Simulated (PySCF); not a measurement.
**Electric field gradients and quadrupole coupling constants**

Compound: C6H12N2OSi.
Numbering: `[CH3:1][NH:2][SiH2:3][CH2:4][CH2:5][c:6]1[n:7][cH:8][cH:9][o:10]1` (hydrogens: H11, H12, H13 on C1; H14 on N2; H15, H16 on Si3; H17, H18 on C4; H19, H20 on C5; H21 on C8; H22 on C9)

Structure used (GFN2-xTB), in Å, numbered top down from 1:
```
atom  x, y, z in Å
C1    -3.4416   -0.1499    0.7688
N2    -2.6632    0.7395   -0.0620
Si3   -0.9419    0.7439   -0.1086
C4    -0.4169   -1.0432   -0.5108
C5     0.9193   -1.1014   -1.2587
C6     1.9624   -0.3926   -0.4832
N7     2.7718   -0.8983    0.3920
C8     3.4852    0.1606    0.8791
C9     3.0611    1.2889    0.2576
O10    2.0905    0.9409   -0.6176
H11   -2.9689   -1.1290    0.7764
H12   -3.5193    0.2007    1.8040
H13   -4.4500   -0.2520    0.3631
H14   -3.1138    1.6374   -0.1491
H15   -0.6453    1.6792   -1.1927
H16   -0.2746    1.1603    1.1406
H17   -1.1746   -1.5330   -1.1234
H18   -0.3179   -1.6266    0.4057
H19    0.8158   -0.6159   -2.2302
H20    1.2362   -2.1359   -1.4014
H21    4.2385    0.0256    1.6269
H22    3.3369    2.3204    0.3219
```

Field gradients from the PBE0/pcSseg-1 density (PySCF, non-relativistic), principal values in atomic units, ordered |Vxx| ≤ |Vyy| ≤ |Vzz|:

| atom | Vxx | Vyy | Vzz |
| --- | --- | --- | --- |
| N2 | 0.3135 | 0.7248 | -1.0382 |
| N7 | 0.4156 | 0.5215 | -0.9371 |
| O10 | -0.6731 | -0.6983 | 1.3713 |

**Question.** Find the asymmetry η = (Vxx − Vyy)/Vzz and the couplings χ = eQV/h (234.96 MHz × Q in barn × V in au), with Q(14N) = 0.02044 b, Q(17O) = −0.0256 b.

**Answer.** 
```
atom             environment  nucleus     η  χzz (MHz)  χxx (MHz)  χyy (MHz)
  N2  silicon-bound nitrogen      14N  0.40     -4.986      1.505      3.481
  N7  pyridine-type nitrogen      14N  0.11     -4.501      1.996      2.505
 O10       furan-type oxygen      17O  0.02      -8.25       4.05       4.20
```

The gradient is axial or nearly so (η below 0.05) at O10. The tensor is traceless: Vxx + Vyy + Vzz = 0.

**Question.** What is Vzz at N7 in SI units (1 au = 9.71736 × 10²¹ V/m²)?

**Answer.** -0.9371 au = -9.106 × 10²¹ V/m².

**Question.** And the gradient at the other heavy atoms, for which no coupling is worked out here?

**Answer.** 
```
atom                          environment  Vzz (au)     η
  C1                      N-methyl carbon     0.228  0.06
 Si3                         SiH2 silicon     0.232  0.45
  C4          sp3 carbon bound to silicon     0.122  0.70
  C5                 benzylic-type carbon    -0.107  0.86
  C6          substituted aromatic carbon    -0.360  0.43
  C8  aromatic CH next to a ring nitrogen    -0.204  0.71
  C9    aromatic CH next to a ring oxygen     0.342  0.95
```

Were the hydrogens deuterons (Q(2H) = 0.00286 b), χzz would run from 102 kHz (H16) to 284 kHz (H14).

The structure is a single GFN2-xTB conformer in the gas phase; no vibrational or solvent corrections. GFN2-xTB bond lengths can be off by several hundredths of an ångström, more for odd bonds, and the gradients follow them. A larger basis could move these couplings by a tenth or more.

These values come from a run that also computed NMR shieldings. The run took 37 s (with the writing of density and orbital grids) on AMD EPYC 9B45, one thread, no GPU, shared host with 48 logical CPUs at a one-minute load of 8.9, and the process peaked at 1.1 GiB of memory.
